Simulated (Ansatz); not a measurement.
Reactions of C$_{2}$H$_{4}$HfO$_{3}$ (`C#[C][Hf]([OH])([OH])[OH]`).

Isolated molecules relaxed with PBE0-D4/def2-TZVP in Ansatz; ΔE leaves out vibrations. CCSD(T)/CBS is the MP2 limit (def2-TZVPP, def2-QZVPP) plus CCSD(T) − MP2 in def2-TZVPP, frozen cores. This one scheme is used for every species. Elements past krypton have def2 core potentials. For Ga, Hf, Se outer-core shells are correlated without core-valence functions, which leaves a few kJ/mol of doubt a bond. Scalar relativity is left out up to krypton. Each species was taken in one conformer, which may not be the lowest.

(1) Order these by ΔE at CCSD(T)/CBS, lowest first. (Estimate.)
A. `C#[C][Hf]([OH])([OH])[OH]` + `[F][Ga]([Cl])[SeH]` → `[OH][Hf]([OH])([OH])[SeH]` + `C#[C][Ga]([F])[Cl]`
B. `C#[C][Hf]([OH])([OH])[OH]` + `COB(Cl)OC` → `C#[C][Hf]([OH])([OH])[Cl]` + `COB(O)OC`
C. `C#[C][Hf]([OH])([OH])[OH]` + HCl → `C#[C][Hf]([OH])([OH])[Cl]` + H₂O

Largest T1 diagnostic: 0.016, for `C#[C][Hf]([OH])([OH])[OH]`.

Answers

(1) B (-17.3 kcal/mol), C (-9.3 kcal/mol), A (-0.1 kcal/mol).
